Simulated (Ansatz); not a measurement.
Input for Ansatz (an electronic-structure program):
Ansatz 0.2 input:
```yaml
crystal:
  periodic: [false, false, false]
  atoms:
    - {symbol: Sb, position_ang: [-0.00092814, -0.00020172, 0.05507041]}
    - {symbol: H, position_ang: [-0.85857769, -1.03979226, -0.95475432]}
    - {symbol: H, position_ang: [-0.45042441, 1.28241275, -0.93936937]}
    - {symbol: H, position_ang: [1.35633723, -0.23233283, -0.91446716]}
basis:
  gaussian:
    orbitals: STO-3G
hamiltonian:
  xc: hf
magnetization: {spin_polarized: false}
correlation: {active_space: {window: {electrons: 6, orbitals: 4}}}
```

Question: What number of basis functions does Ansatz with CASSCF(6,4)/STO-3G give?

Answer: 30

Question: Estimate the total energy that CASSCF(6,4)/STO-3G returns for this input.

Answer: -6253.0975 Eh
